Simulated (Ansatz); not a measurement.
Ideal-gas functions of `C#C[SiH2]F` at 400 K and 1 bar, from an Ansatz frequency run at PBE0-D4/def2-TZVP.

Molar mass 74.13 g/mol, point group Cs (symmetry number 1), electronic degeneracy 1, moments of inertia 26.902, 149.848, 170.714 u Å². Harmonic wavenumbers (cm⁻¹, unscaled): 149, 221, 362, 644, 666, 730, 736, 753, 876, 927, 962, 2168, 2267, 2269, 3464.

Use S(trans) = R[1.5 ln M + 2.5 ln T − 1.1517]; rotational temperatures θ = 24.2544 K / I; S(rot) = R[ln(√π/σ · √(T³/θAθBθC)) + 1.5]; for each mode x = 1.438777 ν̃/T, S = R[x/(eˣ − 1) − ln(1 − e⁻ˣ)] and H = RT x/(eˣ − 1); 1 cm⁻¹ = 0.0119627 kJ/mol; R = 8.31446 J/(mol·K).

By hand: the entropy, in J/(mol·K).

Translation 168.7. Rotation: θ = 0.9016, 0.1619, 0.1421 K, giving 108.1. Vibration, mode by mode: 13.60, 10.44, 6.68, 2.97, 2.79, 2.33, 2.29, 2.18, 1.54, 1.33, 1.20, 0.03, 0.02, 0.02, 0.00, in all 47.4. Electronic 0.0. Sum 324.2 J/(mol·K).

By hand: H − E and G − E in kJ/mol, counted from the electronic energy.

Zero-point energy ½ × 17194 × 0.0119627 = 102.8; thermal vibration 11.2; translation, rotation and pV give 4 RT = 13.3. H − E = 127.3 kJ/mol, and G − E = 127.3 − 400 × 324.2/1000 = -2.4 kJ/mol.

Vibration gives 15 % of the entropy, 13.6 J/(mol·K) of it from the mode under 150 cm⁻¹: soft modes count most, and the harmonic formula is weakest for them.
